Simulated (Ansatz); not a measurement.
A geometry relaxed with Ansatz (a quantum-chemistry and plane-wave program) with B3LYP-D3(BJ)/def2-TZVP, charge 0, multiplicity 1:

```xyz
5

Br     2.0467    -0.4593    -0.6549
Br    -1.4423    -1.3043    -1.0233
Cl    -0.1316    -0.3434     2.0339
Br    -0.4709     2.1118    -0.3837
Si    -0.0018    -0.0047     0.0280
```

Q: Write the SMILES of this molecule.

A: `Cl[Si](Br)(Br)Br`
